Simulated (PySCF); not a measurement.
H₅P₂, SMILES P[PH3+], charge +1. Atoms are numbered in the order given.

```xyz
7

P      1.1749    -0.1158     0.0000
P     -1.0223     0.0041     0.0000
H      1.2218     0.8663     1.0430
H      1.2218     0.8663    -1.0430
H     -1.5511    -0.6699    -1.1237
H     -1.5511    -0.6699     1.1237
H     -1.6291     1.2832     0.0000
```
Charge +1, spin multiplicity 1.

Geometry optimised at PBE-D3(BJ)/def2-TZVP. The isomer is the one that the SMILES or the coordinates give; other isomers of the formula were not compared.

Level of theory: PBE0/pcJ-1 in PySCF.

Isotropic couplings with Fermi-contact, spin-dipole and both spin-orbit terms, one fixed conformer, no vibrational averaging. Isotopes: 1H, 31P.

Task: Estimate the spin–spin coupling constants. (Estimate from the structure and the level; the computed values follow.)

Result: 
```
pair   bonds apart  J (Hz)
-----  -----------  ------
P1–P2            1  -328.4
P1–H3            1   156.8
P1–H4            1   156.8
P2–H5            1   483.0
P2–H6            1   483.0
P2–H7            1   474.3
P1–H5            2    23.7
P1–H6            2    23.7
P1–H7            2    -3.5
P2–H3            2   -16.8
P2–H4            2   -16.8
H3–H4            2   -13.9
H5–H6            2    -8.6
H5–H7            2    -1.5
H6–H7            2    -1.5
H3–H5            3    16.7
H3–H7            3     7.0
H4–H6            3    16.7
H4–H7            3     7.0
```
